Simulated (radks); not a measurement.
The numbers below are computed, except where a source is named.
Spherical jellium clusters: N electrons in a uniform positive sphere of charge N and radius rs N^(1/3), rs = 2.6 bohr. Level of theory: non-relativistic Kohn-Sham, exchange-only LDA, spin-polarised, spherical densities (a radial shooting solver with Libxc functionals). Levels are named by radial order and angular momentum (1s, 1p, 1d, 2s, ...), and open shells are averaged over m.

N = 5, configuration 1s2 1p(up 3, down 0). This is the lowest configuration that the search found. Occupied and some empty levels:

level    occupation  eigenvalue (eV)  <r> (bohr)
1s up             1          -6.5394       3.277
1s down           1          -4.7234       3.141
1p up             3          -3.3060       4.407
1p down           0          -1.3023       4.735
2s up             0         -0.70377       7.776
1d up             0         -0.31980       6.770

Energy (eV): total -0.930301, kinetic 17.036, external -168.22, Hartree 78.112, exchange-correlation -19.665, background 91.808.
